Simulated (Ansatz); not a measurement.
BF₃H₃N, SMILES `[NH3+][B-](F)(F)F`, relaxed with RKS PBE-D4/def2-SVP in Ansatz 0.2.0 from a rough embedded geometry. The force threshold is 0.03 eV/Å; the program also tests the step.

Charge 0, multiplicity 1.

Start:

```xyz
8

N     0.182   -0.307   -0.736
B    -0.116    0.268    0.635
F     1.005   -0.026    1.471
F    -0.279    1.676    0.639
F    -1.320   -0.315    1.207
H    -0.703   -0.069   -1.383
H     0.249   -1.345   -0.700
H     0.982    0.119   -1.134
```

How much energy does the relaxation release, and in how many steps? (Best estimate.)

Computed: 0.69 eV, in 4 steps.

Which bonds change most? (Best estimate.)

Computed: N1–B2 from 1.516 to 1.700 Å; N1–H6 from 1.122 to 1.030 Å; B2–F5 from 1.455 to 1.378 Å; B2–F3 from 1.429 to 1.378 Å.

Give the relaxed structure. (An estimate is asked.)

Ansatz gave: 
```xyz
8

N     0.134   -0.304   -0.768
B    -0.139    0.314    0.792
F     0.994   -0.049    1.487
F    -0.276    1.669    0.584
F    -1.290   -0.325    1.197
H    -0.661   -0.087   -1.384
H     0.253   -1.326   -0.734
H     0.985    0.110   -1.174
```
